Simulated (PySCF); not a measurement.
# Distorted geometries of [Eu(H2O)4]3+

[Eu(H2O)4]3+ (singlet in the valence; each metal's 4f electrons, 6 of them, lie in its core potential, out of spins and levels). PySCF 2.14.0, RKS r2SCAN, Eu lcecp-1-SVP with ECP52, O def2-SVP, H def2-SVP; non-relativistic Hamiltonian with scalar-relativistic core potentials where named; density fitting; no spin-orbit coupling. Relaxed geometry:

```xyz
13

Eu    0.0000    0.0000    0.0000
O     1.4083    1.2802    1.3464
H     1.3497    1.4448    2.3169
H     2.2144    1.7841    1.0833
O    -1.4083   -1.3464    1.2802
H    -2.2145   -1.0833    1.7841
H    -1.3496   -2.3169    1.4449
O     1.4083   -1.2802   -1.3464
H     2.2144   -1.7841   -1.0833
H     1.3497   -1.4448   -2.3169
O    -1.4083    1.3464   -1.2802
H    -1.3496    2.3169   -1.4449
H    -2.2145    1.0833   -1.7841
```

Question: Order these distorted geometries by energy above the relaxed one, lowest first.
A.
```xyz
13

Eu    0.0197    0.0231   -0.0489
O     1.4175    1.3036    1.4847
H     1.3755    1.4429    2.3170
H     2.2016    1.8547    1.1501
O    -1.3427   -1.3226    1.2714
H    -2.1655   -1.1369    1.7929
H    -1.3508   -2.2615    1.3890
O     1.3120   -1.3925   -1.3561
H     2.2379   -1.8582   -1.0667
H     1.3694   -1.3999   -2.3475
O    -1.4325    1.3715   -1.3438
H    -1.3549    2.3697   -1.4749
H    -2.2871    1.0061   -1.7672
```
B.
```xyz
13

Eu    0.1180    0.0004    0.0232
O     1.4451    1.2725    1.4849
H     1.2862    1.5576    2.4252
H     2.1792    1.7017    1.1724
O    -1.2210   -1.1857    1.3943
H    -1.9880   -1.1610    1.5551
H    -1.4739   -2.3486    1.4068
O     1.3766   -1.4336   -1.3223
H     2.1119   -1.7320   -1.2219
H     1.3306   -1.5176   -2.3929
O    -1.5152    1.5087   -1.1820
H    -1.2641    2.2823   -1.4833
H    -2.3854    1.0554   -1.8598
```
C.
```xyz
13

Eu   -0.0363    0.0485   -0.0717
O     1.3140    1.2406    1.3893
H     1.4055    1.5092    2.2802
H     2.2555    1.7066    1.0393
O    -1.3406   -1.3990    1.2748
H    -2.1849   -1.1063    1.7503
H    -1.3551   -2.3436    1.5003
O     1.4071   -1.2453   -1.3960
H     2.2643   -1.8674   -1.1231
H     1.3491   -1.4012   -2.2115
O    -1.3679    1.4100   -1.3512
H    -1.4515    2.3372   -1.3403
H    -2.2592    1.1107   -1.7403
```

Answer: A (1.09 eV), C (1.61 eV), B (5.69 eV).

Question: Which forces (eV/Å) act in the one that lies 1.61 eV up?

Answer: 
```
Eu    0.32  -0.61   0.49
O     3.46   1.05  -4.00
H    -0.36   0.49   2.93
H    -3.01  -1.53   0.86
O    -1.26   1.23   0.34
H     0.93  -0.14  -0.50
H     0.40  -0.80  -0.04
O     3.50   0.22  12.82
H    -2.62   1.98  -0.67
H    -0.97  -2.13 -12.10
O    -1.46  -3.30  -0.17
H    -0.08   3.12  -0.16
H     1.16   0.41   0.20
```
Forces carry noise of the integration grid, about 0.01 to 0.03 eV/Å.

No frequency check is given that shows the relaxed geometry to be a minimum. An lcecp potential fixes the number of 4f electrons, so in runs with it no electron can move into or out of that shell.
